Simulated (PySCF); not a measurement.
Excitations are Tamm–Dancoff values on a coarser integration grid. The basis has no diffuse functions, so Rydberg states are missing or too high.

Species: CH7BN2, SMILES `CB(N)N` (charge 0, multiplicity 1).

Give the brightest of the four lowest singlets (TDA), LUMO and dipole moment at the level M06-2X/def2-TZVP // B3LYP-D3(BJ)/def2-TZVP (PySCF 2.14.0).


* **brightest of the four lowest singlets (TDA)**: 8.40 eV
* **LUMO**: 1.38 eV
* **dipole moment**: 1.05 D
